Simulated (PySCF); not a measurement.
BF2, SMILES F[B+]F, charge +1. Geometry optimised at PBE-D3(BJ)/def2-TZVP.

TDDFT-PBE/def2-TZVPD run with PySCF puts the lowest singlet excitations at 11.04, 11.04, 11.13, 11.31, 11.31, 12.53 eV.

Problem. What are the lowest excitation roots from ADC(2)/aug-cc-pVDZ (PySCF 2.14.0)? (Estimate from the structure and the level; the computed values follow.)

Solution. 11.81, 11.81, 12.13, 12.13, 12.18, 13.41 eV. S1 differs by 0.77 eV (second minus first; roots are paired by order, and the bases may differ).
